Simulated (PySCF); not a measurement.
AlBr2, SMILES [Br][Al+][Br], charge +1. Coordinates come from a B3LYP-D3(BJ)/def2-TZVP optimisation. The multiplicity is an assumed one; other spin states were not compared. The isomer is the one that the SMILES or the coordinates give; other isomers of the formula were not compared.

Level of theory: B3LYP-D3(BJ)/def2-TZVP in PySCF 2.14.0.

Harmonic wavenumbers (cm⁻¹): 112, 112, 252, 660. Rotational constants (GHz): 0.6801 (linear); symmetry number 2.

**Question.** Work out the zero-point energy and the ideal-gas rigid-rotor harmonic-oscillator thermochemistry at 298.15 K and 1 atm.

**Answer.** ZPE = ½ Σ hcν = ½ × 1135 cm⁻¹ = 1.62 kcal/mol. H − E(el) = 4.98 kcal/mol. Entropy in cal/(mol K): translation 41.58, rotation 18.73, vibration 8.56, total 68.87. G − E(el) = -15.56 kcal/mol. Cp = 13.50 cal/(mol K). Modes under 150 cm⁻¹ make the vibrational entropy uncertain.
